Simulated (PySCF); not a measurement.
Trends in electronic spectra. Method used: PySCF, TDDFT B3LYP/def2-SVPD, vertical, gas phase, core orbitals frozen in the response, def2 core potentials past Kr. Geometries: PBE0-D3(BJ)/def2-SVP; one conformer of each isolated species. Triplets are in the Tamm–Dancoff approximation. 'Strongest' means the level of largest summed f among the lowest 10 singlets; it needn't be the same kind of state in each. Atoms past krypton carry core potentials; spin–orbit coupling is left out.

**Question.** Rank by computed HOMO energy, lowest first.
A. `CC#CBBr`
B. `[PH2][GeH2][CH2]Cl`
C. `CC[O][SbH2]`
D. `C[S@@](=O)c1cc(N)co1`

**Answer.** A (-7.64 eV), B (-7.36 eV), C (-6.90 eV), D (-5.94 eV).

| SMILES | HOMO (eV) | T1 (eV) | strongest (eV) | gap (eV) | LUMO (eV) | α (au) | S1 mainly |
| --- | --- | --- | --- | --- | --- | --- | --- |
| CC#CBBr | -7.64 | 3.68 | 7.29 | 5.29 | -2.35 | 77.9 | H→L (96%) |
| [PH2][GeH2][CH2]Cl | -7.36 | 5.40 | 6.60 | 6.99 | -0.37 | 87.4 | H→L (88%) |
| [H][Sb]([H])[O]CC | -6.90 | 3.80 | 5.97 | 5.50 | -1.39 | 76.1 | H→L (92%) |
| C[S@@](=O)c1cc(N)co1 | -5.94 | 3.51 | 4.75 | 5.27 | -0.68 | 97.9 | H→L (93%) |

H and L stand for HOMO and LUMO.
